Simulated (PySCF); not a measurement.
C₃H₇B₃O₃.
SMILES: `C=CB1OBOB(C)O1`

Computed with PySCF at CAM-B3LYP/def2-SVPD, non-relativistic, on one gas-phase PBE0-D3(BJ)/def2-SVP geometry that isn't relaxed in the solvent. The solvent is an IEF-PCM continuum (van der Waals radii × 1.2), and excitations are vertical TDDFT with non-equilibrium linear response and a frozen core. The model holds no explicit solvent molecules, cavitation or dispersion.

Gas-phase singlets (H = HOMO, L = LUMO):

```json
{"state": "S1", "E (eV)": "6.537", "λ (nm)": "190", "f": "0.468", "leading configuration": "H→L 97%"}
{"state": "S2", "E (eV)": "6.586", "λ (nm)": "188", "f": "0.002", "leading configuration": "H-1→L 68%"}
{"state": "S3", "E (eV)": "7.281", "λ (nm)": "170", "f": "0.000", "leading configuration": "H-2→L 66%"}
{"state": "S4", "E (eV)": "7.614", "λ (nm)": "163", "f": "0.053", "leading configuration": "H→L+1 62%"}
{"state": "S5", "E (eV)": "7.788", "λ (nm)": "159", "f": "0.020", "leading configuration": "H-1→L+2 56%"}
```

Task: Give the list for chloroform (ε = 4.711), n² = 2.09.

Result: 
```tsv
state	E (eV)	λ (nm)	f	leading configuration	change by rank (eV)
S1	6.374	195	0.541	H→L 97%	-0.163
S2	6.557	189	0.001	H-1→L 77%	-0.029
S3	7.338	169	0.000	H-2→L 74%	+0.057
S4	7.609	163	0.071	H→L+1 62%	-0.005
S5	7.813	159	0.027	H-1→L+2 38%	+0.025
```

Task: What are the lowest 5 singlets in dichloromethane (ε = 8.93)?

Result: 
```json
{"state": "S1", "E (eV)": "6.383", "λ (nm)": "194", "f": "0.538", "leading configuration": "H→L 97%", "change by rank (eV)": "-0.154"}
{"state": "S2", "E (eV)": "6.553", "λ (nm)": "189", "f": "0.001", "leading configuration": "H-1→L 78%", "change by rank (eV)": "-0.033"}
{"state": "S3", "E (eV)": "7.350", "λ (nm)": "169", "f": "0.000", "leading configuration": "H-2→L 75%", "change by rank (eV)": "+0.069"}
{"state": "S4", "E (eV)": "7.618", "λ (nm)": "163", "f": "0.071", "leading configuration": "H→L+1 62%", "change by rank (eV)": "+0.004"}
{"state": "S5", "E (eV)": "7.822", "λ (nm)": "159", "f": "0.026", "leading configuration": "H-1→L+2 33%", "change by rank (eV)": "+0.034"}
```

Task: The ground-state energy changes by -0.114 eV from gas to dichloromethane. By how much does the total energy of gas-phase S1 change?

Result: E(S1) = E(S0) + excitation energy, so it changes by -0.114 − 0.154 = -0.268 eV: it is lowered more than the ground state, which is what a red shift means. This is the vertical state, with the slow part of the continuum still set for S0.

Task: How do the frontier levels move from gas to dichloromethane?

Result: 
```csv
orbital,gas (eV),solvent (eV),change (eV)
LUMO+2,0.93,0.96,+0.03
LUMO+1,0.68,0.77,+0.09
LUMO,-0.17,-0.12,+0.05
HOMO,-9.49,-9.46,+0.03
HOMO-1,-10.67,-10.66,+0.01
HOMO-2,-10.78,-10.76,+0.02
HOMO-3,-11.57,-11.54,+0.03
```

The HOMO–LUMO gap goes from 9.32 to 9.34 eV.

Shape of the structure used: `[CH2:1]=[CH:2][B:3]1[O:4][BH:5][O:6][B:7]([CH3:8])[O:9]1`: C1–C2–B3–O4 1°.
